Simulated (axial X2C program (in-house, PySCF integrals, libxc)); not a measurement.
Potential curves of TcI²⁺, 2c

All values were computed with an in-house all-electron X2C program for linear molecules (integrals from PySCF). Two-component (2c) means X2C with spin–orbit coupling and atomic mean-field two-electron Coulomb and Gaunt terms. Basis: I dyall-v2z [9s9p7d], Tc dyall-v2z [10s10p7d2f] (cores contracted in-house); Gaussian nuclei, density fitting, unrestricted open shells. Masses: I 126.904 u, Tc 98.907 u.

State: Ω = 1 (⟨Sz⟩ = 2.00, ⟨Lz⟩ = -1.00 at PBE0). Energies in cm⁻¹ from the lowest point of each curve. Fits are polynomials in 1 − R0/R over 0.85 to 1.23 times the lowest point R0.

```
 R (Å)  PBE0  r2SCAN0
2.3577  4391     5042
2.4661  1780     2156
2.5474   699      917
2.6287   151      245
2.7100     0        0
2.8048   191      111
2.8997   667      530
3.0216  1548     1367
3.1707  2854     2645
3.3875  4858     4621
```

The state is one determinant whose occupation by symmetry is held fixed; it was picked as the lowest of a PBE0 search that is not exhaustive. Density functionals use the spin component along the axis (collinear). Other states lie close and PBE0, whose exact exchange favours high spin, may order them wrongly; the determinant shown need not be the ground state. The nearest other 2c determinant of the search, Ω = 4, lies 0.25 eV up at the distance of the search. Without a current term, density functionals place determinants with orbital angular momentum somewhat too high. With several unpaired electrons one determinant need not be a pure state. Open-shell Ω = 0 determinants with evenly filled partner blocks cannot be reached by this program, so the Ω shown need not be the lowest component. The determinant is spin-polarised beyond a pure state at some levels (its spin-free form has ⟨S²⟩ too high), which makes Re and μ there less reliable.

Q: Fit the PBE0 curve near its minimum: give the equilibrium distance and the harmonic wavenumber.

A: At PBE0, 2c: Re = 2.707 Å, ωe ≈ 165 cm⁻¹; Be follows as 0.0414 cm⁻¹.

Q: Fit the r2SCAN0 curve near its minimum: give the equilibrium distance and the harmonic wavenumber.

A: At r2SCAN0, 2c: Re = 2.729 Å, ωe ≈ 165 cm⁻¹; Be follows as 0.0407 cm⁻¹.
